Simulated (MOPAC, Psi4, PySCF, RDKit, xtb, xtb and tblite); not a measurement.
Two geometries of CH6B2O2, SMILES BCB(O)O, relaxed at GFN2-xTB with one dihedral held; other torsions can differ between them too.

Structure A

```
11

B     -1.3982     0.1466    -0.7520
C     -0.7256    -0.6024     0.4513
B     -0.6226     0.1475     1.8570
O     -0.9015    -0.5348     2.9890
O     -0.2495     1.4533     1.9846
H     -1.8232     1.2338    -0.6448
H     -1.4920    -0.3958    -1.7855
H     -1.2118    -1.5720     0.5822
H      0.2874    -0.8740     0.1329
H     -0.8132    -0.0129     3.7879
H     -0.0997     1.9202     1.1647
```

Structure B

```
11

B     -1.4542     0.0486    -0.7209
C     -0.6131    -0.5541     0.4456
B     -1.5494    -0.8540     1.7187
O     -1.6581    -2.1227     2.1585
O     -2.2355     0.1149     2.3834
H     -2.0303     1.0585    -0.5602
H     -1.5874    -0.5213    -1.7332
H     -0.0648    -1.4526     0.1767
H      0.1107     0.1858     0.7974
H     -2.2299    -2.2288     2.9204
H     -2.1637     0.9987     2.0277
```

Question: Which is lower in energy at the level DF-MP2 (frozen core)/cc-pVTZ // GFN2-xTB (Psi4), and by how much?

Answer: B is lower, by 3.38 kcal/mol (dihedral H6–B1–C2–B3: 0° in A, 60° in B).

E(B) − E(A) in kcal/mol at the other levels, on the same two geometries: GFN2-xTB (xtb and tblite) -2.50; PBE/def2-TZVP // GFN2-xTB (Psi4) -3.50; PBE-D3(BJ)/def2-TZVP // GFN2-xTB (Psi4) -3.55; wB97M-V/def2-TZVP // GFN2-xTB (Psi4) -3.18; HF/cc-pVTZ // GFN2-xTB (Psi4) -2.57; UFF // GFN2-xTB (RDKit) -0.88; PM7, restricted, heats of formation // GFN2-xTB (MOPAC) -1.17; PM6, restricted, heats of formation // GFN2-xTB (MOPAC) -0.65; GFN1-xTB // GFN2-xTB (xtb) -2.66; restricted B3LYP/6-31G*, spherical d // GFN2-xTB (PySCF) -3.33; restricted B3LYP/LANL2DZ // GFN2-xTB (PySCF) -2.86; restricted Hartree-Fock/STO-3G // GFN2-xTB (PySCF) -2.74; restricted B3LYP/3-21G // GFN2-xTB (PySCF) -3.30.
